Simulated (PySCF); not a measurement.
**Stationary points of AsF4**

Level of theory: PySCF, PBE, basis As def2-SVP, F def2-SVP (no relativity, density fitting).

Relaxations began from a few typed shapes; open shells are unrestricted. The search is not exhaustive: other isomers or separated fragments can lie lower, and high-lying points may rest on an excited occupation.

Question: Which is the lowest minimum found?
A. doublet C2v: As–F 1.733 Å (×2), As–F 1.800 Å (×2); F–As–F 96.0° (×4), F–As–F 100.4°, F–As–F 161.2°
B. doublet Td: As–F 1.798 Å (×4); F–As–F 109.5° (×6)
C. doublet C4v: As–F 1.771 Å (×4); F–As–F 86.4° (×4), F–As–F 151.1° (×2)
D. doublet D4h: As–F 1.800 Å (×4); F–As–F 90.0° (×4), F–As–F 180.0° (×2)

Answer: A. The others lie at 36.7 (doublet Td, a saddle point), 66.1 (doublet C4v, a saddle point), 126.1 (doublet D4h, a saddle point) kJ/mol above it.
